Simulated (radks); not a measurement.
Results of a calculation; reference values are marked as such.
All-electron atom: Ar1.25+ in [Ne] 3s1.75 3p5 (fractional occupations, a model configuration). Level of theory: scalar-relativistic Kohn-Sham, PBE, spin-unpolarised, spherical densities, point nucleus (a radial shooting solver on a logarithmic mesh with Libxc functionals).

Normalised radial functions P(r) = r R(r), r in bohr:

```
   r/bohr * 2p, o 3p (the largest magnitude, 1.57, reaches the edge; | marks zero, & curves that meet)
  0.01039                             &
  0.01321                             o*
  0.01679                             o*
  0.02134                             o*
  0.02713                             |o*
  0.03449                             |o *
  0.04384                             |o  *
  0.05529                             | o   *
  0.07029                             |  o     *
  0.08936                             |   o       *
   0.1136                             |    o          *
   0.1444                             |     o             *
   0.1836                             |      o                *
   0.2334                             |      o                  *
   0.2967                             |     o                    *
   0.3741                             |   o                    *
   0.4756                             o                    *
   0.6046                         o   |              *
   0.7686                    o        |        *
   0.9771                o            |   *
    1.242              o              | *
    1.579               o             *
    2.007                   o         *
    2.532                      o      *
    3.218                          o  *
    4.091                            o*
    5.201                             &
```

2p: eigenvalue -247.97 eV, 0 radial nodes, <r> = 0.376 bohr, 90 % of the charge inside 0.623 bohr. 3p: eigenvalue -25.459 eV, 1 radial node at r = 0.486 bohr, <r> = 1.53 bohr, 90 % of the charge inside 2.36 bohr.
